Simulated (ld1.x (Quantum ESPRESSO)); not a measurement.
## Ba (Z = 56): one change to a TM semilocal potential, before and after

ld1.x (Quantum ESPRESSO) 7.5 input, shortened:

```
&input
   title='Ba', zed=56., rel=1, dft='PBESOL', iswitch=3,
   config='[Xe] 5d0 6s1 6p0'
 /
 &inputp
   pseudotype=1, tm=.true., lloc=0,
   nlcc=.false.
 /
3
6P  2  1   0.00   0.00  3.60  3.60  0.0
5D  3  2   0.00   0.00  2.55  2.55  0.0
6S  1  0   1.00   0.00  3.25  3.25  0.0
 &test
   configts(1)='5d0 6s1 6p0'
 /
```

All-electron outer shells of the reference configuration (PBEsol, scalar-relativistic, ld1.x):

```json
{"shell": "5p", "level (eV)": "-24.38", "outermost node (bohr)": "0.86", "outermost maximum (bohr)": "1.67"}
{"shell": "6s", "level (eV)": "-7.59", "outermost node (bohr)": "1.95", "outermost maximum (bohr)": "3.86"}
{"shell": "5d", "level (eV)": "-7.08", "outermost node (bohr)": "1.00", "outermost maximum (bohr)": "2.40"}
{"shell": "6p", "level (eV)": "-4.96", "outermost node (bohr)": "2.31", "outermost maximum (bohr)": "4.77"}
```

Change: wave 6s (bound): rc 3.25 bohr becomes 6s (bound): rc 4.24 bohr.

Cutoffs: the cutoffs (Ry, on a coarse ladder) from which the occupation-weighted sum of valence levels, in a spherical-Bessel basis at the reference potential, stays within 10 and 1 mRy of its value at 400 Ry; they do not see the model core or the augmentation charge, which bear on the density cutoff. Errors are all-electron minus pseudo energies relative to the spin-unpolarised reference configuration.

Q: Predict the effect on cutoff, ghosts and configuration errors.

A: Both files are very soft, the changed one slightly softer (loose and tight cutoff 6 and 12 Ry → 6 and 6 Ry on this coarse ladder); of the 7 tests that both files solve, the error grows in 1 and shrinks in 2 by more than 15 % and 0.3 meV (median size 14.5 → 51.8 meV); neither file shows a bound ghost. A semilocal file is local in each channel, so a ghost entry of none says nothing of the separable form that plane-wave codes build from it.

```tsv
quantity	base	changed
cutoff, loose	6 Ry	6 Ry
cutoff, tight	12 Ry	6 Ry
bound ghosts	none	none
error for 5d0 6s2 6p0, meV [ΔE -5.38 eV]	+1.0	-0.3
error for 5d0 6s1.5 6p0, meV [ΔE -3.23 eV]	+1.9	+1.7
error for 5d0 6s1 6p1, meV [ΔE -3.33 eV]	-11	-2.9
error for 5d0 6s0 6p2, meV [ΔE -1.21 eV]	+15	+52
error for 5d1 6s0 6p0, meV [ΔE 0.65 eV]	+394	+432
error for 5d1 6s1 6p0, meV [ΔE -4.04 eV]	+305	+333
error for 5d0.5 6s1.5 6p0, meV [ΔE -4.74 eV]	+133	+150
```
